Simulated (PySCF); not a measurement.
# `C[C@H](S)[C@@H]1C[C@@H]1C#N`, C$_{6}$H$_{9}$NS

Cartesian coordinates in Å; atom numbers follow the order of the lines, from 1:
```xyz
17

C    -1.8746   -1.0296    0.6040
C    -0.8846    0.1128    0.4419
S    -1.7824    1.5707   -0.2630
C     0.2520   -0.2749   -0.4675
C     1.4576   -0.9503    0.1002
C     1.5693    0.4699   -0.4022
C     1.7105    1.5204    0.5406
N     1.8008    2.3731    1.3001
H    -2.2859   -1.3117   -0.3629
H    -2.6931   -0.7297    1.2530
H    -1.3766   -1.8934    1.0400
H    -0.5069    0.4307    1.4169
H    -0.8623    2.4707    0.0724
H    -0.0736   -0.5712   -1.4580
H     1.9458   -1.7239   -0.4725
H     1.4959   -1.1005    1.1694
H     2.1011    0.6491   -1.3292
```

Computed with PySCF, TDDFT PBE0/def2-SVPD circular dichroism and optical rotation, one conformer, gas phase. Geometry: GFN2-xTB.

The molecule is flexible and this is one conformer; a measurement averages over conformers. States above about 7.0 eV (minus the energy of the highest occupied orbital) lie near or above the ionisation threshold and depend on the basis.

Stereocentres: C2 S, C4 R, C6 S.

Give the optical rotatory dispersion at 633, 589.3, 546, 436, 405, 365, 355 nm.

[α] in deg dm⁻¹ (g/mL)⁻¹:
| λ (nm) | origin-invariant length gauge | modified velocity gauge | length gauge (centre of mass) | isotropic polarisability (au) |
| --- | --- | --- | --- | --- |
| 633 | +244.4 | +243.5 | +243.3 | 94.3 |
| 589.3 | +287.1 | +285.9 | +285.8 | 94.6 |
| 546 | +342.1 | +340.5 | +340.5 | 95.1 |
| 436 | +589.1 | +584.9 | +586.3 | 96.8 |
| 405 | +712.8 | +706.8 | +709.4 | 97.7 |
| 365 | +946.7 | +936.7 | +942.1 | 99.1 |
| 355 | +1025.1 | +1013.5 | +1020.1 | 99.6 |

And for the mirror image at 589.3 nm?

-287.1 deg dm⁻¹ (g/mL)⁻¹ (origin-invariant length gauge): the same size and the opposite sign.

What is the molar rotation [Φ] = [α]·M/100 of the geometry above at 589.3 nm?

With M = 127.20 g/mol, +365.3 deg cm² dmol⁻¹ (origin-invariant length gauge).

The first excitation lies at 5.59 eV (222 nm) with R = +7.3 × 10⁻⁴⁰ esu² cm² (velocity form).
